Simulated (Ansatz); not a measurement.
Ansatz results at the PBE0-D4/def2-TZVP geometry: HOMO energy (PBE/def2-TZVPP) -6.61 eV; HOMO–LUMO gap (B3LYP/def2-TZVPP) 6.86 eV; size of the dipole moment (B3LYP/def2-TZVPP) 2.16 D.

Each molecule was computed in one conformer, which needn't be the lowest.

(1) Which molecule gave them?
A. `CO[SiH2]SC`
B. `C=C[Si](Cl)(CC)CC`
C. `N#C[Si](C#N)(C#N)C#N`
D. `O=C=N[SiH2]F`

## Answers

(1) B. The others give `CO[SiH2]SC`: -5.85, 6.98, 1.16; `O=C=N[SiH2]F`: -7.56, 8.16, 1.77; `N#C[Si](C#N)(C#N)C#N`: -9.83, 7.82, 0.01.

B3LYP here is the variant with VWN-RPA as its local correlation; programs differ in this.
